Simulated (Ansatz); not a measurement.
Process, species as SMILES: CCO[Si](C)(C)C [ethoxy(trimethyl)silane] + C (CH4) + O (H2O) + 3 [SiH4] (SiH4) -> CC (C2H6) [ethane] + CO (CH4O) + 3 C[SiH3] [methylsilane] + O[SiH3] [hydroxysilane]
Geometries: B3LYP-D3(BJ)/def2-TZVP minima from Ansatz (a quantum-chemistry and plane-wave program), one conformer each, not searched for the lowest.

Property: bond separation energy (electronic energy difference), in eV. Correlated levels leave the core frozen unless marked. Spin-orbit coupling is left out. Non-relativistic unless marked X2C. Basis-set limits of correlation are two-point, X^-3; Hartree-Fock from the larger set. The bracket is a focal-point correction in the basis named.

```csv
level,program,bond separation energy (eV)
BLYP-D4/def2-TZVPD,Ansatz + dftd4,0.57
B3LYP/def2-TZVPD,Ansatz,[?]
PBE0/STO-3G,Ansatz,0.31
PBE0/6-31G*,Ansatz,[?]
r2SCANh/def2-TZVPD,Ansatz,[?]
LC-wPBE/def2-TZVPD,Ansatz,[?]
B2GP-PLYP/def2-TZVPD,Ansatz,0.46
B2PLYP-D3(BJ)/def2-TZVPD,Ansatz + dftd3,0.53
RPA@PBE/cc-pV(T+d)Z,Ansatz,0.49
X2C-CCSD(T)/cc-pVTZ-DK,Ansatz,0.53
"RI-MP2/CBS(cc-pV(T+d)Z,cc-pV(Q+d)Z)+[CCSD(T)-MP2]/cc-pV(T+d)Z",Ansatz,0.53
```

### Question
Some entries are withheld; supply them.

### Answer

- B3LYP/def2-TZVPD, bond separation energy (eV): 0.34
- PBE0/6-31G*, bond separation energy (eV): 0.42
- r2SCANh/def2-TZVPD, bond separation energy (eV): 0.48
- LC-wPBE/def2-TZVPD, bond separation energy (eV): 0.40
